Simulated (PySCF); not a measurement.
# Highest orbital energy against ionisation energy along the second row

Calculated with PySCF 2.14, no spin-orbit coupling. Each cell gives −ε(HOMO) / ΔSCF in eV; NIST values include spin-orbit coupling, (s) semi-empirical, (t) theoretical.

```tsv
species	UHF	LDA	PBE	PBE0	r2SCAN	NIST (lowest levels)
Be⁺ (aug-cc-pCVQZ, non-relativistic)	18.129 / 18.127	14.299 / 18.253	14.469 / 18.494	15.479 / 18.456	14.594 / 18.185	18.211
B⁺ (aug-cc-pwCVQZ, non-relativistic)	23.778 / 23.443	19.408 / 24.554	19.505 / 24.605	20.792 / 24.561	19.731 / 24.265	25.155
C⁺ (aug-cc-pwCVQZ, non-relativistic)	24.878 / 24.170	17.809 / 24.774	17.953 / 24.854	19.794 / 24.836	18.653 / 25.007	24.383
N⁺ (aug-cc-pwCVQZ, non-relativistic)	30.379 / 29.205	22.008 / 30.060	22.023 / 29.900	24.243 / 29.911	22.801 / 30.135	29.601 (s)
O⁺ (aug-cc-pwCVQZ, non-relativistic)	36.207 / 34.573	26.445 / 35.588	26.367 / 35.276	28.976 / 35.310	27.297 / 35.480	35.121
F⁺ (aug-cc-pwCVQZ, non-relativistic)	35.659 / 33.394	26.188 / 35.281	26.462 / 35.429	29.042 / 35.258	27.057 / 35.119	34.971
Ne⁺ (aug-cc-pwCVQZ, non-relativistic)	42.100 / 39.266	31.250 / 41.443	31.251 / 41.143	34.229 / 41.005	32.038 / 41.135	40.963
```

How far is −ε(HOMO) from ΔSCF on average for each method, and why?

UHF 1.28 eV; LDA -7.51 eV; PBE -7.38 eV; PBE0 -5.25 eV; r2SCAN -6.74 eV. Hartree-Fock orbital energies lack relaxation and so exceed the ΔSCF value; semilocal functionals have convex E(N) from self-interaction, so their HOMO lies far too high; exact exchange moves hybrids part of the way back.
